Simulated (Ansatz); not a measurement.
ZnTe₂⁺, relaxed as a doublet with UKS B3LYP-D4/def2-TZVP in Ansatz, starting from the B3LYP-D4/def2-TZVP geometry of the neutral singlet. Force threshold 0.02 eV/Å.

In the def2 sets Te takes a core potential; there is no spin–orbit coupling. The relaxation made no stability test and no search for a lower SCF solution. The structure comes from a short search, and lower isomers may exist.

Start:

```xyz
3

Zn    0.424    1.150   -0.504
Te   -1.612   -0.007    0.369
Te    1.187   -1.142    0.135
```

Estimate the energy that the relaxation releases and the steps that it takes.

13.2 kJ/mol, in 5 steps; 23 s on 4 threads of Arm Neoverse V1 on a shared host. No frequencies were taken in this run, so the end may be a saddle point.

Does the start keep its bonding and symmetry?

By distances, no bond broke or formed. The bond that changes most is Te2–Te3, from 3.03 to 2.83 Å (atoms count from 1). Point group C2v at the start, C2v at the end, both within 0.05 Å.

Predict the relaxed structure.


```xyz
3

Zn    0.452    1.225   -0.537
Te   -1.531   -0.083    0.378
Te    1.079   -1.142    0.160
```
Bond lengths: 2 × Te–Zn 2.55 Å; 1 × Te–Te 2.83 Å.
